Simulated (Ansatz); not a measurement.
C$_{3}$H$_{7}$GeN (`[CH]1=NC[CH2][GeH2]1`), relaxed with RKS PBE-D4/def2-SVP in Ansatz 0.2.0 from a rough embedded geometry. The force threshold is 0.03 eV/Å; the program also tests the step.

Charge 0, multiplicity 1.

Start:

```xyz
12

C    -0.591    1.239    0.672
N    -0.069    0.500    1.502
C     0.381   -0.765    1.016
C     0.604   -0.825   -0.511
Ge   -0.567    0.671   -1.143
H    -0.968    2.280    0.944
H     1.389   -1.061    1.516
H    -0.308   -1.584    1.302
H     1.629   -0.549   -0.743
H     0.237   -1.735   -0.929
H    -1.962    0.205   -1.561
H     0.224    1.624   -2.066
```

```json
{"step": "1", "energy (eV)": "-61206.9525", "largest force (eV/Å)": "4.538", "largest move (Å)": "0.000"}
{"step": "2", "energy (eV)": "-61207.3718", "largest force (eV/Å)": "1.472", "largest move (Å)": "0.159"}
{"step": "3", "energy (eV)": "-61207.4167", "largest force (eV/Å)": "0.525", "largest move (Å)": "0.093"}
{"step": "4 (rejected)", "energy (eV)": "-61207.4157", "largest force (eV/Å)": "0.614", "largest move (Å)": "0.153"}
{"step": "5", "energy (eV)": "-61207.4408", "largest force (eV/Å)": "0.268", "largest move (Å)": "0.076"}
{"step": "6", "energy (eV)": "-61207.4446", "largest force (eV/Å)": "0.056", "largest move (Å)": "0.056"}
{"step": "7", "energy (eV)": "-61207.4453", "largest force (eV/Å)": "0.069", "largest move (Å)": "0.029"}
{"step": "8", "energy (eV)": "-61207.4458", "largest force (eV/Å)": "0.081", "largest move (Å)": "0.029"}
{"step": "9", "energy (eV)": "-61207.4462", "largest force (eV/Å)": "0.070", "largest move (Å)": "0.028"}
{"step": "10", "energy (eV)": "-61207.4465", "largest force (eV/Å)": "0.053", "largest move (Å)": "0.028"}
{"step": "11", "energy (eV)": "-61207.4467", "largest force (eV/Å)": "0.049", "largest move (Å)": "0.026"}
{"step": "12", "energy (eV)": "-61207.4469", "largest force (eV/Å)": "0.036", "largest move (Å)": "0.009"}
{"step": "13", "energy (eV)": "-61207.4470", "largest force (eV/Å)": "0.051", "largest move (Å)": "0.015"}
{"step": "14", "energy (eV)": "-61207.4472", "largest force (eV/Å)": "0.020", "largest move (Å)": "0.011"}
```

End:

```xyz
12

C    -0.677    1.274    0.731
N    -0.158    0.457    1.569
C     0.478   -0.747    1.031
C     0.504   -0.876   -0.520
Ge   -0.493    0.707   -1.164
H    -1.171    2.188    1.120
H     1.504   -0.780    1.456
H    -0.047   -1.611    1.496
H     1.537   -0.861   -0.917
H     0.029   -1.813   -0.868
H    -1.838    0.387   -1.874
H     0.331    1.674   -2.059
```

Hardware: 4 threads of an Arm Neoverse V1 on a shared host. Wall time 24 s, peak host memory 0.18 GiB.
